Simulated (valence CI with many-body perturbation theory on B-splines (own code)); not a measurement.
## Gd⁵⁷⁺: electric-dipole lines

Level of theory: configuration interaction combined with many-body perturbation theory (CI+MBPT): five valence electrons over a frozen Dirac-Fock core [He], a basis of 9 s, 9 p, 8 d, 6 f, 3 g, 1 h functions for each j, with the one-electron correlation potential Σ1 (screened to all orders), the two-electron term Σ2, the three-electron term Σ3, Breit, model QED; selected single and double excitations, second order for the rest (own B-spline code, finite nucleus).

The last digits are not significant, and no measured levels were compared; by estimate large intervals hold to a few tenths of a per cent, small ones and those within an open d or f shell to about a per cent. Among the levels kept, up to 1200 cm⁻¹ of a level comes from second order outside the variational space, and about a tenth of that is noise between levels of different J, which matters for small intervals.

Lines 201 to 250 of 256 in falling wavelength, among levels below 585.63 Ry, chosen from the strongest by gf and those to the six lowest levels. Wavelengths and rates use the calculated energies. Electric multipoles are in the length gauge, E1 and E2 with the static RPA response of the core. Weak lines are less certain than strong ones. Lines between different terms over intervals too small for the method are left out, as are lines whose strength nearly cancels. The highest levels of a list are the least certain.

Levels are named by their leading jj configuration (3d3/2^4 stands for four electrons in 3d with j = 3/2), which in mixed levels can hold well under half, so a name can repeat and another be missing. Letters in brackets count levels of one name in rising energy.

| λ vac (Å) | Upper | Lower | A (s⁻¹) | log gf | Branch % |
| --- | --- | --- | --- | --- | --- |
| 1.778 | (2s 2p1/2^2 2p3/2 3d5/2) J=5/2 | (2s 2p1/2^2 2p3/2^2) J=5/2 | 4.84e+14 | 0.14 | 88.2 |
| 1.777 | (2s^2 2p1/2 2p3/2 3d5/2) J=1/2 | (2s^2 2p1/2 2p3/2^2) J=1/2 | 8.42e+14 | -0.10 | 92.7 |
| 1.776 | (2s 2p1/2^2 2p3/2 3d3/2) J=5/2 [b] | (2s 2p1/2^2 2p3/2^2) J=5/2 | 1.07e+14 | -0.52 | 76.8 |
| 1.776 | (2s 2p1/2^2 2p3/2 3d5/2) J=7/2 | (2s 2p1/2^2 2p3/2^2) J=5/2 | 1.08e+15 | 0.61 | 99.8 |
| 1.775 | (2s^2 2p1/2 2p3/2 3d3/2) J=1/2 [b] | (2s^2 2p1/2 2p3/2^2) J=3/2 | 7.97e+13 | -1.12 | 11.4 |
| 1.775 | (2s^2 2p1/2 2p3/2 3d5/2) J=3/2 [a] | (2s^2 2p1/2 2p3/2^2) J=5/2 | 4.28e+13 | -1.09 | 6.4 |
| 1.775 | (2s^2 2p1/2 2p3/2 3d5/2) J=5/2 [a] | (2s^2 2p1/2 2p3/2^2) J=5/2 | 2.16e+14 | -0.21 | 26.0 |
| 1.773 | (2s^2 2p1/2^2 3d5/2) J=5/2 | (2s^2 2p1/2^2 2p3/2) J=3/2 | 7.67e+14 | 0.34 | 100.0 |
| 1.771 | (2s^2 2p1/2 2p3/2 3d5/2) J=5/2 [b] | (2s^2 2p1/2 2p3/2^2) J=5/2 | 4.31e+14 | 0.09 | 37.4 |
| 1.770 | (2s^2 2p1/2 2p3/2 3d5/2) J=3/2 [a] | (2s^2 2p1/2 2p3/2^2) J=3/2 | 5.34e+14 | 0.00 | 80.5 |
| 1.769 | (2s^2 2p1/2 2p3/2 3d5/2) J=5/2 [a] | (2s^2 2p1/2 2p3/2^2) J=3/2 | 5.92e+14 | 0.22 | 71.0 |
| 1.769 | (2s^2 2p1/2 2p3/2 3d5/2) J=7/2 [b] | (2s^2 2p1/2 2p3/2^2) J=5/2 | 1.26e+15 | 0.68 | 100.0 |
| 1.768 | (2s^2 2p1/2 2p3/2 3d5/2) J=3/2 [b] | (2s^2 2p1/2 2p3/2^2) J=5/2 | 9.23e+13 | -0.76 | 10.9 |
| 1.765 | (2s^2 2p1/2 2p3/2 3d5/2) J=5/2 [b] | (2s^2 2p1/2 2p3/2^2) J=3/2 | 7.09e+14 | 0.30 | 61.4 |
| 1.762 | (2s^2 2p1/2 2p3/2 3d5/2) J=3/2 [b] | (2s^2 2p1/2 2p3/2^2) J=3/2 | 1.29e+13 | -1.62 | 1.5 |
| 1.761 | (2s 2p1/2^2 2p3/2 3p3/2) J=3/2 [a] | (2s^2 2p1/2 2p3/2^2) J=1/2 | 1.44e+12 | -2.57 | 0.8 |
| 1.761 | (2s^2 2p1/2 2p3/2 3d5/2) J=1/2 | (2s^2 2p1/2 2p3/2^2) J=3/2 | 6.53e+13 | -1.22 | 7.2 |
| 1.757 | (2s 2p1/2^2 2p3/2 3p3/2) J=1/2 [a] | (2s^2 2p1/2 2p3/2^2) J=1/2 | 1.17e+11 | -3.96 | 0.0 |
| 1.753 | (2s 2p1/2^2 2p3/2 3p3/2) J=7/2 | (2s^2 2p1/2 2p3/2^2) J=5/2 | 3.47e+12 | -1.89 | 81.3 |
| 1.751 | (2s 2p1/2^2 2p3/2 3p3/2) J=3/2 [a] | (2s^2 2p1/2 2p3/2^2) J=5/2 | 6.36e+11 | -2.93 | 0.3 |
| 1.747 | (2s 2p1/2^2 2p3/2 3p3/2) J=5/2 [a] | (2s^2 2p1/2 2p3/2^2) J=5/2 | 1.85e+12 | -2.29 | 1.1 |
| 1.746 | (2s 2p1/2^2 2p3/2 3p3/2) J=3/2 [a] | (2s^2 2p1/2 2p3/2^2) J=3/2 | 4.03e+12 | -2.13 | 2.2 |
| 1.742 | (2s 2p1/2^2 2p3/2 3p3/2) J=5/2 [a] | (2s^2 2p1/2 2p3/2^2) J=3/2 | 6.84e+12 | -1.73 | 4.0 |
| 1.741 | (2s 2p1/2^2 2p3/2 3p3/2) J=1/2 [a] | (2s^2 2p1/2 2p3/2^2) J=3/2 | 2.07e+11 | -3.73 | 0.1 |
| 1.740 | (2s 2p1/2^2 2p3/2 3p3/2) J=3/2 [b] | (2s^2 2p1/2 2p3/2^2) J=1/2 | 1.28e+12 | -2.63 | 1.1 |
| 1.739 | (2s 2p1/2^2 2p3/2 3p3/2) J=1/2 [b] | (2s^2 2p1/2 2p3/2^2) J=1/2 | 5.24e+12 | -2.32 | 45.5 |
| 1.734 | (2s 2p1/2^2 2p3/2 3p3/2) J=5/2 [b] | (2s^2 2p1/2 2p3/2^2) J=5/2 | 4.10e+11 | -2.96 | 0.3 |
| 1.730 | (2s 2p1/2^2 2p3/2 3p3/2) J=3/2 [b] | (2s^2 2p1/2 2p3/2^2) J=5/2 | 1.28e+11 | -3.64 | 0.1 |
| 1.728 | (2s 2p1/2^2 2p3/2 3p3/2) J=5/2 [b] | (2s^2 2p1/2 2p3/2^2) J=3/2 | 4.86e+12 | -1.88 | 3.6 |
| 1.725 | (2s 2p1/2^2 2p3/2 3p3/2) J=3/2 [b] | (2s^2 2p1/2 2p3/2^2) J=3/2 | 1.68e+12 | -2.52 | 1.4 |
| 1.724 | (2s 2p1/2^2 2p3/2 3p3/2) J=1/2 [b] | (2s^2 2p1/2 2p3/2^2) J=3/2 | 1.22e+12 | -2.96 | 10.6 |
| 1.708 | (2s^2 2p1/2 2p3/2 3s) J=3/2 [a] | (2s^2 2p1/2^2 2p3/2) J=3/2 | 1.63e+13 | -1.55 | 22.0 |
| 1.706 | (2s^2 2p1/2 2p3/2 3s) J=1/2 | (2s^2 2p1/2^2 2p3/2) J=3/2 | 2.56e+13 | -1.65 | 16.2 |
| 1.704 | (2s^2 2p1/2 2p3/2 3s) J=5/2 | (2s^2 2p1/2^2 2p3/2) J=3/2 | 2.35e+13 | -1.21 | 29.4 |
| 1.703 | (2s^2 2p1/2 2p3/2 3s) J=3/2 [b] | (2s^2 2p1/2^2 2p3/2) J=3/2 | 1.55e+13 | -1.57 | 10.4 |
| 1.633 | (2s 2p1/2^2 2p3/2 3p1/2) J=3/2 [a] | (2s^2 2p1/2^2 2p3/2) J=3/2 | 1.37e+14 | -0.66 | 98.4 |
| 1.633 | (2s 2p1/2^2 2p3/2 3p1/2) J=5/2 | (2s^2 2p1/2^2 2p3/2) J=3/2 | 3.42e+14 | -0.09 | 99.7 |
| 1.622 | (2s^2 2p1/2 2p3/2 3d3/2) J=3/2 [a] | (2s^2 2p1/2^2 2p3/2) J=3/2 | 1.84e+14 | -0.54 | 61.4 |
| 1.621 | (2s^2 2p1/2 2p3/2 3d3/2) J=5/2 [a] | (2s^2 2p1/2^2 2p3/2) J=3/2 | 3.38e+13 | -1.10 | 40.6 |
| 1.621 | (2s^2 2p1/2 2p3/2 3d3/2) J=1/2 [a] | (2s^2 2p1/2^2 2p3/2) J=3/2 | 5.03e+13 | -1.40 | 29.9 |
| 1.618 | (2s 2p1/2^2 2p3/2 3p1/2) J=1/2 | (2s^2 2p1/2^2 2p3/2) J=3/2 | 5.78e+14 | -0.34 | 98.9 |
| 1.618 | (2s 2p1/2^2 2p3/2 3p1/2) J=3/2 [b] | (2s^2 2p1/2^2 2p3/2) J=3/2 | 4.48e+14 | -0.15 | 91.2 |
| 1.615 | (2s^2 2p1/2 2p3/2 3d3/2) J=5/2 [b] | (2s^2 2p1/2^2 2p3/2) J=3/2 | 8.20e+14 | 0.28 | 98.7 |
| 1.614 | (2s^2 2p1/2 2p3/2 3d3/2) J=3/2 [b] | (2s^2 2p1/2^2 2p3/2) J=3/2 | 4.37e+14 | -0.17 | 80.8 |
| 1.612 | (2s^2 2p1/2 2p3/2 3d3/2) J=1/2 [b] | (2s^2 2p1/2^2 2p3/2) J=3/2 | 5.95e+14 | -0.33 | 85.0 |
| 1.607 | (2s^2 2p1/2 2p3/2 3d5/2) J=3/2 [a] | (2s^2 2p1/2^2 2p3/2) J=3/2 | 2.48e+13 | -1.41 | 3.7 |
| 1.607 | (2s^2 2p1/2 2p3/2 3d5/2) J=5/2 [a] | (2s^2 2p1/2^2 2p3/2) J=3/2 | 2.49e+13 | -1.24 | 3.0 |
| 1.604 | (2s^2 2p1/2 2p3/2 3d5/2) J=5/2 [b] | (2s^2 2p1/2^2 2p3/2) J=3/2 | 1.35e+13 | -1.51 | 1.2 |
| 1.601 | (2s^2 2p1/2 2p3/2 3d5/2) J=3/2 [b] | (2s^2 2p1/2^2 2p3/2) J=3/2 | 5.73e+11 | -3.05 | 0.1 |
| 1.600 | (2s^2 2p1/2 2p3/2 3d5/2) J=1/2 | (2s^2 2p1/2^2 2p3/2) J=3/2 | 1.33e+12 | -2.99 | 0.1 |

**Question.** How does gf follow from A for the line at 1.725 Å?

**Answer.** gf = 1.4992 × (2J+1)_upper × A / σ², with σ = 57976877 cm⁻¹ and 2J+1 = 4: gf = 0.00300.
